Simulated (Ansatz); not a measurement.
```
atom    x (Å)    y (Å)   z (Å)
   C   0.0000   1.4000  0.0000
   C   1.2124   0.7000  0.0000
   C   1.2124  -0.7000  0.0000
   C   0.0000  -1.4000  0.0000
   C  -1.2124  -0.7000  0.0000
   C  -1.2124   0.7000  0.0000
   C   2.4249   1.4000  0.0000
   C   3.6373   0.7000  0.0000
   C   3.6373  -0.7000  0.0000
   C   2.4249  -1.4000  0.0000
   H   0.0000   2.4850  0.0000
   H   0.0000  -2.4850  0.0000
   H  -2.1521   1.2425  0.0000
   H   2.4249   2.4850  0.0000
   H   4.5769   1.2425  0.0000
   H   4.5769  -1.2425  0.0000
```

Basis set: def2-TZVP (spherical functions). Charge 0, multiplicity 1.

Computed with Ansatz (development build ahead of 0.2.0); each method stands on the lowest determinant of its kind that the runs found. Restricted functionals stand beside restricted open-shell atoms, which can lie above the unrestricted atoms usual in DFT and then raise those values.

The atomization energy at this shape (free ground-state atoms in the same class of orbitals less the molecule, no zero-point energy) of singlet C₁₀H₆:

```
             method  atomization energy
PBE0 (unrestricted)            84.85 eV
  PBE0 (restricted)            83.46 eV
                RHF            58.11 eV
```

Q: What does ωB97X (unrestricted) give?

A: 83.03 eV. Caution: the shape is not the minimum. Caution for ωB97X (unrestricted), PBE0 (unrestricted): the unrestricted determinant is a mixture of spin states. Caution for PBE0 (restricted): an unrestricted determinant lies well below. Caution for RHF: in another basis set an unrestricted determinant lies well below.
